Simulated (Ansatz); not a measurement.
Species, as SMILES: [Si]Cl (Si-Cl), doublet.
Atoms: Si1, Cl2. Bonds: Si1-Cl2.

How fast the highest harmonic wavenumber converges with the basis for several methods (Ansatz, a program for electronic structure): deviation from each method's own reference, in cm⁻¹. References: CCSD(T) 525 cm⁻¹, the value in aug-cc-pV(T+d)Z; HF 527 cm⁻¹, the value in def2-QZVPPD; MP2 538 cm⁻¹, the value in def2-QZVPP; PBE 509 cm⁻¹, the value in def2-QZVPPD; PBE0 529 cm⁻¹, the value in def2-QZVPPD. Cartesian d functions, on some or all atoms, in 6-31G*, 6-311+G**; all else is spherical. In correlated methods cores are frozen. Open shells are unrestricted. No added dispersion term, no relativity. Each level at its own minimum, unscaled; the references are large sets that could be run, not limits.

```csv
basis,functions,CCSD(T),HF,MP2,PBE,PBE0
def2-SVP,36,20,10,[?],10,10
6-31G*,38,10,3,[?],-3,-2
cc-pV(D+d)Z,46,0,-7,[?],-1,-3
6-311+G**,62,-4,-8,[?],-13,-11
aug-cc-pV(D+d)Z,64,-26,-18,[?],-10,-12
cc-pV(T+d)Z,78,8,2,[?],3,3
def2-TZVPP,84,9,3,[?],4,4
"6-311++G(3df,3pd)",94,3,-1,[?],1,1
jun-cc-pV(T+d)Z,96,3,0,[?],1,1
def2-TZVPPD,99,4,0,[?],1,1
aug-cc-pV(T+d)Z,110,0,-1,[?],0,0
cc-pCVTZ,118,7,2,[?],2,2
```

### Question
Complete the blanks.

### Answer

- def2-SVP, MP2: 18
- 6-31G*, MP2: 6
- cc-pV(D+d)Z, MP2: -4
- 6-311+G**, MP2: -8
- aug-cc-pV(D+d)Z, MP2: -31
- cc-pV(T+d)Z, MP2: 1
- def2-TZVPP, MP2: 3
- 6-311++G(3df,3pd), MP2: -4
- jun-cc-pV(T+d)Z, MP2: -4
- def2-TZVPPD, MP2: -3
- aug-cc-pV(T+d)Z, MP2: -7
- cc-pCVTZ, MP2: 0

Mean absolute deviation over 6-311+G**, cc-pV(T+d)Z, def2-TZVPP, 6-311++G(3df,3pd), jun-cc-pV(T+d)Z, def2-TZVPPD, cc-pCVTZ: HF 2, PBE0 3, MP2 3, PBE 4, CCSD(T) 5 cm⁻¹.
